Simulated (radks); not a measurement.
Results of a calculation; reference values are marked as such.
Zn, configuration [Ar] 3d10 4s2. Code: a radial shooting solver on a logarithmic mesh with Libxc functionals. Model: Dirac Kohn-Sham, BLYP, spin-unpolarised, spherical densities, point nucleus.

Radial electron density D(r) = 4 pi r^2 rho(r):

```
   r/bohr * D(r) (the largest magnitude, 41.8, reaches the edge; | marks zero)
 0.003297 |  *
 0.003778 |   *
 0.004328 |    *
 0.004998 |     *
 0.005726 |       *
 0.006561 |         *
 0.007516 |           *
 0.008611 |              *
 0.009866 |                 *
   0.0113 |                    *
  0.01295 |                        *
  0.01484 |                            *
    0.017 |                                *
  0.01947 |                                     *
  0.02231 |                                         *
  0.02556 |                                            *
  0.02929 |                                              *
  0.03355 |                                               *
  0.03844 |                                               *
  0.04439 |                                             *
  0.05086 |                                           *
  0.05827 |                                        *
  0.06676 |                                      *
  0.07648 |                                      *
  0.08763 |                                       *
   0.1004 |                                          *
    0.115 |                                               *
   0.1318 |                                                   *
    0.151 |                                                      *
    0.173 |                                                      *
   0.1982 |                                                 *
    0.227 |                                          *
   0.2601 |                                  *
    0.298 |                            *
   0.3414 |                         *
   0.3943 |                         *
   0.4517 |                            *
   0.5175 |                               *
   0.5929 |                               *
   0.6793 |                             *
   0.7783 |                        *
   0.8917 |                  *
    1.022 |             *
     1.17 |         *
    1.341 |     *
    1.536 |   *
     1.76 |  *
    2.016 | *
     2.31 | *
    2.647 |*
    3.032 |*
    3.502 |*
    4.012 *
    4.597 *
    5.266 *
    6.033 *
    6.912 *
    7.919 *
    9.073 *
```

D(r) has 3 maxima, at r = 0.0352, 0.160, 0.570 bohr, and minima at 0.0753, 0.358 bohr, inside which lie 2.11, 10.89 electrons.
